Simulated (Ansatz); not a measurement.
Reaction (substitution at a C–Ge bond): `C[CH]([AlH2])[GeH3]` + H–F → `C[CH](F)[AlH2]` + GeH₄

Program: Ansatz. Geometries: PBE0-D4/def2-TZVP. ΔE: electronic, gas phase. CCSD(T)/CBS is the MP2 limit (def2-TZVPP, def2-QZVPP) plus CCSD(T) − MP2 in def2-TZVPP, frozen cores. This one scheme is used for every species. For Ge outer-core shells are correlated without core-valence functions, which leaves a few kJ/mol of doubt a bond. Scalar relativity is left out up to krypton.

```json
{"species": "`C[CH]([AlH2])[GeH3]`", "CCSD(T)/CBS(def2) energy (Eh)": "-2399.62332"}
{"species": "H–F", "CCSD(T)/CBS(def2) energy (Eh)": "-100.39570"}
{"species": "`C[CH](F)[AlH2]`", "CCSD(T)/CBS(def2) energy (Eh)": "-421.48707"}
{"species": "GeH₄", "CCSD(T)/CBS(def2) energy (Eh)": "-2078.49493"}
```

(1) Work out ΔE.

Largest T1 diagnostic among the species: 0.012.

Results:

(1) ΔE = (-421.48707) + (-2078.49493) − (-2399.62332) − (-100.39570) = 0.03702 Eh = +97.2 kJ/mol.

In def2-TZVPP, CCSD(T) changes the Hartree–Fock value by +35.8 kJ/mol (the triples alone add +3.9 kJ/mol) and MP2 by +52.2 kJ/mol. From PBE to PBE0 (25 % exact exchange), in def2-TZVPP and without D4, ΔE moves by +7.2 kJ/mol.
